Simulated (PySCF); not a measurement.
**CaS and its ions**

r²SCAN; basis Ca def2-SVPD, S def2-SVPD; no relativity; PySCF 2.14. Neutral (UKS): singlet (closed shell), Re = 2.315 Å, ωe = 485 cm⁻¹, De = 4.13 eV, HOMO -4.19 eV, LUMO -2.61 eV.

CaS⁺ (UKS): doublet (π ↑), Re = 2.466 Å, ωe = 408 cm⁻¹, De = 3.18 eV to Ca⁺ + S. The energies at the minima are -1075.52860 hartree for CaS and -1075.27882 for CaS⁺.

Q: Work out the adiabatic ionisation energy, without and with harmonic zero-point energies (1 hartree = 27.2114 eV, 1 eV = 8065.5 cm⁻¹), and the change of the bond length.

A: At r²SCAN: 0.24978 hartree = 6.797 eV between the minima; the zero-point term (408.0 − 485.0)/2 cm⁻¹ = -0.005 eV makes it 6.792 eV. Re changes by +15.1 pm against the neutral. Minus the HOMO energy is 4.19 eV, -2.61 eV from the value between the minima; self-interaction puts the Kohn–Sham level too high, less so with exact exchange. The electron leaves a π orbital; in so polar a molecule the change of length follows mostly from the change of the ionic charges.

CaS⁻ (UKS): doublet (σ ↑), Re = 2.411 Å, ωe = 420 cm⁻¹, De = 3.27 eV to Ca + S⁻. The energies at the minima are -1075.52860 hartree for CaS and -1075.57733 for CaS⁻.

Q: Work out the adiabatic electron affinity, without and with harmonic zero-point energies (1 hartree = 27.2114 eV, 1 eV = 8065.5 cm⁻¹), and the change of the bond length.

A: At r²SCAN: 0.04873 hartree = 1.326 eV between the minima; the zero-point term (485.0 − 420.0)/2 cm⁻¹ = +0.004 eV makes it 1.330 eV. Re changes by +9.6 pm against the neutral. The electron enters a σ orbital; in so polar a molecule the change of length follows mostly from the change of the ionic charges.

For an ion De counts to the pair picked by the measured ionisation energies or electron affinities, which need not be the lowest pair at this level. The highest Kohn–Sham level is positive in this anion. Much of that is self-interaction error, but it also means that the finite basis helps to hold the extra electron. States were picked by a PBE0 search and need not be the measured ground states.
